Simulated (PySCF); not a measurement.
# Static response to an electric field

Compound: C8H7F.
SMILES with atom numbers: `[CH2:1]=[CH:2][C:3]1=[C:4]([F:5])[CH:6]=[CH:7][C:8]1=[CH2:9]` (hydrogens: H10, H11 on C1; H12 on C2; H13 on C6; H14 on C7; H15, H16 on C9)

Structure used (GFN2-xTB), in Å, numbered top down from 1:
```
atom  x, y, z in Å
C1    -2.2227    1.2512   -0.4662
C2    -0.9357    1.2599   -0.8043
C3     0.1313    0.3984   -0.3638
C4     1.4173    0.5230   -0.7978
F5     1.8618    1.4385   -1.6698
C6     2.2898   -0.4621   -0.2077
C7     1.5398   -1.2197    0.6122
C8     0.1547   -0.7415    0.5742
C9    -0.8263   -1.2955    1.2889
H10   -2.6523    0.5503    0.2249
H11   -2.9030    1.9709   -0.8887
H12   -0.5989    2.0091   -1.5125
H13    3.3404   -0.5374   -0.4167
H14    1.8596   -2.0482    1.2152
H15   -0.6200   -2.1361    1.9323
H16   -1.8434   -0.9520    1.2686
```

Level: PBE0/def2-SVPD (PySCF), static field, nuclei fixed, core orbitals frozen in the response. The polarisability tensor in these axes (au):

```
x   134.84 -10.07 -12.27
y   -10.07  86.86 -23.96
z   -12.27 -23.96  77.86
```

Task: Give the principal values, the mean and the anisotropy Δα = √{½[(α1 − α2)² + (α2 − α3)² + (α1 − α3)²]}.

Result: Principal values 54.83, 106.74 and 137.99 au; mean 99.85 au = 14.80 Å³ = 16.46 × 10⁻⁴⁰ C²·m²/J; Δα = 72.75 au (73 % of the mean).

Task: What is the dipole moment, and where does it point?

Result: (-0.27, -1.54, 1.35) D, 2.06 D in size, pointing from the negative to the positive side. Measured along this direction, the outermost atoms are H12 and F5 at the negative end and H15 at the positive end.

Task: Orientational against electronic polarisability at 350 K (dilute gas, rigid molecules)?

Result: In Gaussian units μ²/3kT = 29.40 Å³ against 14.80 Å³, a ratio of 1.99; the Debye molar polarisation (4π/3)N_A(α + μ²/3kT) is 111.5 cm³/mol, leaving out the vibrational part.

Task: Find the Langevin capture rate constant for NO+ (29.998 u) meeting this molecule (122.053 u), k = 2.342 × 10⁻⁹ cm³/s × √(α in Å³ / reduced mass in u).

Result: The reduced mass is 24.08 u, so k = 1.84 × 10⁻⁹ cm³/s. The formula leaves out the permanent dipole, which adds to the capture rate.

Task: Traceless (Buckingham) quadrupole moment about the centre of nuclear charge: eigenvalues?

Result: -8.45, 2.92, 5.52 D·Å. The values depend on the origin, since the dipole doesn't vanish. The electronic extent ⟨r²⟩ about the same centre is 1152 bohr², a root-mean-square distance of 2.25 Å for the 64 electrons.

Task: Rayleigh depolarisation ratio (linearly polarised light, static tensor)?

Result: ρ = 3Δα²/(45ᾱ² + 4Δα²) = 15879.1/(448676 + 21172.2) = 0.0338.

Task: Directions of the eigenvectors, and the extent of the frame along each?

Result: Largest value along (0.98, -0.12, -0.15), where the nuclei span 6.36 Å; middle along (0.00, 0.77, -0.64), 5.39 Å; least along (0.19, 0.63, 0.76), 0.01 Å. The response follows the extents in order.

One conformer (not necessarily the lowest) at the GFN2-xTB geometry, without solvent, vibrations or thermal averaging.
